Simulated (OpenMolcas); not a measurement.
Au3+: ligand-field states by method

Au3+ with 5 ligands (fluoride) in trigonal bipyramidal coordination (D3h) at 2.09 Å, the axial distance 2.215 Å. A charge of +0.4 e stands 3.2 Å behind each ligand. Ligand basis ANO-RCC-VDZP.
```
Au    0.0000    0.0000    0.0000
F     2.0900    0.0000    0.0000
F    -1.0450    1.8100    0.0000
F    -1.0450   -1.8100    0.0000
F     0.0000    0.0000    2.2154
F     0.0000    0.0000   -2.2154
```

```json
{
 "Program": "OpenMolcas",
 "Basis": "ANO-RCC-VDZP [7s6p4d2f]",
 "Scalar Hamiltonian": "DKH2, point nucleus",
 "Active space": "8 electrons in 5 orbitals (5d)",
 "State averaging": "2S+1 = 3 even, 10 roots; 2S+1 = 1 even, 15 roots",
 "Spin-orbit coupling": "RASSI with atomic mean-field integrals over the reference wave functions"
}
```

I. CASSCF
II. SS-CASPT2, IPEA 0.25 Eh, imaginary shift 0.1 Eh (the 29 lowest orbitals frozen, all others correlated)
III. SS-CASPT2, IPEA 0.25 Eh, imaginary shift 0.1 Eh (closed shells correlated: the ligand valence shells only)

Spin-free states (labels of D3, the rotations of D3h) in cm-1, each column counted from its own energy of the first state listed:

```
   State  Degeneracy      I     II    III
      3E           2      0      0      0
2S+1 = 1           1   5149   -160   -230
      3E           2  10693  12590  12670
      1E           2  11082   5320   5500
```

II puts a state of multiplicity 1 lowest, 160 cm-1 below that state. III puts a state of multiplicity 1 lowest, 230 cm-1 below that state.

From I to II, I's first state of the same spin (3E) moves from 10693 to 12590 cm-1, by about +1900 cm-1.

From I to II, I's first state of another spin (2S+1 = 1) moves from 5149 to -160 cm-1, by about -5300 cm-1.

χT at 300 K: I 1.57, II 1.59, III 1.59 cm3 K/mol.

The states above are spin-free; spin-orbit coupling is strong here and shifts and splits them by thousands of cm-1.

Roots that are degenerate in the reference are averaged as groups; the widest CASPT2 spread within a group is 250 cm-1 (the 2-fold group of multiplicity 1 near 5480 cm-1 above the lowest state of its run, II). Shifts and gaps below about the spread of the groups concerned are not significant. Over all roots computed the reference weight is 0.68 to 0.71 in II, 0.69 to 0.73 in III; a low but even weight reflects the number of correlated electrons. Real 4d8 and 5d8 ions are as a rule square planar and diamagnetic. The least metal-like active orbital is 75 % on the metal (Löwdin) and no ligand orbital is active, so the numbers are rough. Ligand-to-metal charge-transfer states are missing. With no ligand orbital active B as a rule stays too high, so bands that hang on it stand too high and its fall with covalency is understated. An orbital doublet at a regular site is open to a Jahn-Teller distortion, which this geometry leaves out (holds for I). Without dynamic correlation the repulsion within the d shell is too large (B by tens of per cent), so at a given field states of lower spin stand too high (holds for I). This shell can be high or low spin here, a state of another spin lies low, and with metal d orbitals alone active their balance is uncertain, so the ground spin may be wrong (holds for I). With metal d orbitals alone the field can be off either way by tens of per cent (holds for I). This shell can be high or low spin here, a state of another spin lies low, and with metal d orbitals alone active their balance is uncertain, so the ground spin may be wrong, although the usual error favours high spin (holds for II; III). No measured value stands beside these numbers; the geometry was imposed, not optimised, and the real ion may take another.
